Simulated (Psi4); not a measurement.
C₂H₈GaN (SMILES [CH3][Ga]([CH3])[NH2]), singlet, geometry from GFN2-xTB (such geometries of metal compounds can be far from the true shape).

Psi4 was given this input:
```
memory 2 GB

molecule mol {
0 1
  Ga   -0.007095    0.004606   -0.007141
  C    -1.471996   -1.395434   -0.176654
  H    -1.039441   -2.374678   -0.395855
  H    -2.178722   -1.145049   -0.970708
  H    -2.028962   -1.481525    0.759720
  C     0.130331    1.800047   -0.949452
  H     0.261257    1.666574   -2.026202
  H     0.982086    2.367035   -0.567266
  H    -0.775641    2.392824   -0.801612
  N     1.352702   -0.413562    1.137001
  H     2.151404    0.170154    1.350881
  H     1.429026   -1.270876    1.670046
}

set basis sto-3g
set reference rks

energy('cam-b3lyp')
print_variables()
```

**Question.** What does this run give for the nuclear repulsion energy, dipole moment, total energy, number of basis functions?

**Answer.** 
The nuclear repulsion energy is 272.2368 Eh and the dipole moment is 1.69 D. The total energy comes out as -2036.3199 Eh and the number of basis functions comes out as 41.
